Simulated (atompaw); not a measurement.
**Reading a pseudo-wave (Mn (Z = 25))**

Columns: radius, all-electron u(r) and pseudo u(r) of the 3d shell (level -5.13 eV) of manganese in the configuration [Ar] 3d5.5 4s1.5 4p0; LDA (PW92), scalar-relativistic, PAW (atompaw) scheme, atompaw 4.2.0.5.

```json
{"r (bohr)": "0.112", "all-electron": "0.0736", "pseudo": "0.0075"}
{"r (bohr)": "0.223", "all-electron": "0.2852", "pseudo": "0.0548"}
{"r (bohr)": "0.335", "all-electron": "0.5139", "pseudo": "0.1642"}
{"r (bohr)": "0.446", "all-electron": "0.6885", "pseudo": "0.3265"}
{"r (bohr)": "0.558", "all-electron": "0.7986", "pseudo": "0.5117"}
{"r (bohr)": "0.669", "all-electron": "0.8513", "pseudo": "0.6743"}
{"r (bohr)": "0.781", "all-electron": "0.8631", "pseudo": "0.7834"}
{"r (bohr)": "0.892", "all-electron": "0.8479", "pseudo": "0.8257"}
{"r (bohr)": "1.004", "all-electron": "0.8163", "pseudo": "0.8148"}
{"r (bohr)": "1.115", "all-electron": "0.7762", "pseudo": "0.7766"}
{"r (bohr)": "1.227", "all-electron": "0.7315", "pseudo": "0.7315"}
{"r (bohr)": "1.338", "all-electron": "0.6860", "pseudo": "0.6860"}
{"r (bohr)": "1.450", "all-electron": "0.6405", "pseudo": "0.6405"}
{"r (bohr)": "1.562", "all-electron": "0.5967", "pseudo": "0.5967"}
{"r (bohr)": "1.673", "all-electron": "0.5553", "pseudo": "0.5553"}
{"r (bohr)": "1.785", "all-electron": "0.5161", "pseudo": "0.5161"}
{"r (bohr)": "1.896", "all-electron": "0.4797", "pseudo": "0.4797"}
{"r (bohr)": "2.008", "all-electron": "0.4455", "pseudo": "0.4455"}
{"r (bohr)": "2.119", "all-electron": "0.4140", "pseudo": "0.4140"}
{"r (bohr)": "2.231", "all-electron": "0.3845", "pseudo": "0.3845"}
{"r (bohr)": "2.342", "all-electron": "0.3574", "pseudo": "0.3574"}
{"r (bohr)": "2.454", "all-electron": "0.3321", "pseudo": "0.3321"}
{"r (bohr)": "2.565", "all-electron": "0.3089", "pseudo": "0.3089"}
{"r (bohr)": "2.677", "all-electron": "0.2871", "pseudo": "0.2871"}
{"r (bohr)": "2.788", "all-electron": "0.2672", "pseudo": "0.2672"}
{"r (bohr)": "2.900", "all-electron": "0.2485", "pseudo": "0.2485"}
```

Q: How many radial nodes do the two functions have?

A: The all-electron 3d function has n − l − 1 = 0; the pseudo-wave has 0.

Q: At about which radius was the pseudo-wave matched?

A: 1.20 bohr, where the columns begin to agree (steps of 0.11 bohr).

Q: Is the pseudo-wave norm-conserving?

A: No, it belongs to a PAW set: the norm inside the radius is not constrained, and the difference is carried by the augmentation charge.
